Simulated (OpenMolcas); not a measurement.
An atom or ion with 33 electrons was computed by XMS-RASPT2, IPEA 0.25 Eh, imaginary shift 0.1 Eh with spin-orbit coupling (OpenMolcas, ANO-RCC-VTZP, DKH2). The lowest levels that the run gave, each within 12 % of the measured value where one is at hand:

```
  J  Parity  E (cm-1)      g
3/2     odd       0.0  1.991
3/2     odd     18360  0.847
5/2     odd     19680  1.200
1/2     odd     32770  0.666
3/2     odd     34550  1.299
5/2    even    117320  1.598
3/2    even    120640  1.733
1/2    even    122250  2.666
3/2    even    146670  0.809
5/2    even    147190  1.204
```

Problem. Which ion is it, and what are the configurations and terms?

Solution. Kr3+ (Z = 36, charge +3; active space 5 electrons in 9 orbitals (RAS2 4s 4p; RAS3 4d, at most 2 electrons)). J, parity and g give the terms where levels are pure, and mixed ones are named by the computed weights; the size of the splittings, set against known spectra of the 33-electron sequence, gives the charge. In order, with the measured energies in cm-1 (Saloman, J. Phys. Chem. Ref. Data 36, 215 (2007)): 4s2 4p3 4S* 3/2, 4s2 4p3 2D* 3/2 (17038), 4s2 4p3 2D* 5/2 (18700), 4s2 4p3 2P* 1/2 (31056), 4s2 4p3 2P* 3/2 (33406), 4s 4p4 4P 5/2 (118762), 4s 4p4 4P 3/2 (122426), 4s 4p4 4P 1/2 (124110), 4s 4p4 2D 3/2 (145773), 4s 4p4 2D 5/2 (146645).

Term energies are means over components that CASPT2 splits; among the terms shown or strongly mixed into the levels shown the widest spread is 82 cm-1 (4s 4p4 2D). The run also gave levels led by 4s2 4p2 4d, which use shells meant for correlation; these and all levels above them are left out. Some terms mix strongly with configurations of 4d, whose occupation reaches 0.27 (4s 4p4 2D). Computed and measured levels are paired by configuration, term and J; levels that our copy of the source lacks, or whose pairing is in doubt (as where it misses far off the trend of its configuration), stay unpaired and out of the deviations. Levels of configurations outside the active space are missing.

* marks odd parity.
